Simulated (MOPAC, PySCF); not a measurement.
[Nb(Cl)3(NH2)2], neutral singlet in the gas phase. 

Z-matrix (Å, degrees):
```
Nb
N 1 1.9239
H 2 1.0184 1 126.68
H 2 1.0214 3 111.77 1 -179.98
N 1 1.9776 2 103.28 3 0.10
H 5 1.0202 1 123.39 2 99.74
H 5 1.0202 6 110.77 1 -162.69
Cl 1 2.3494 2 103.89 3 -179.91
Cl 1 2.3543 2 103.24 3 -86.30
Cl 1 2.3544 2 103.25 3 86.48
```
Charge 0, spin multiplicity 1.

All levels are single points at this geometry (r2SCAN-D4/def2-SVP); Pople sets use spherical d functions. Orbital energies aren't observables, and empty levels follow the basis.

M06-2X/6-31G* (LANL2DZ on Nb) in PySCF gives gap (eV) = 6.65.

Estimate the gap (eV) from each of these levels: PBE-D3(BJ)/def2-TZVP in PySCF; TPSSh-D3(BJ)/def2-TZVP in PySCF; B3LYP/6-31G* (LANL2DZ on Nb) in PySCF; B3LYP/LANL2DZ in PySCF; SVWN5/6-31G* (LANL2DZ on Nb) in PySCF; HF/6-31G* (LANL2DZ on Nb) in PySCF; PM6 in MOPAC; PM7 in MOPAC.


```tsv
level	gap (eV)
PBE-D3(BJ)/def2-TZVP in PySCF	2.90
TPSSh-D3(BJ)/def2-TZVP in PySCF	3.81
B3LYP/6-31G* (LANL2DZ on Nb) in PySCF	4.17
B3LYP/LANL2DZ in PySCF	4.18
SVWN5/6-31G* (LANL2DZ on Nb) in PySCF	2.66
HF/6-31G* (LANL2DZ on Nb) in PySCF	10.88
PM6 in MOPAC	8.93
PM7 in MOPAC	9.62
```
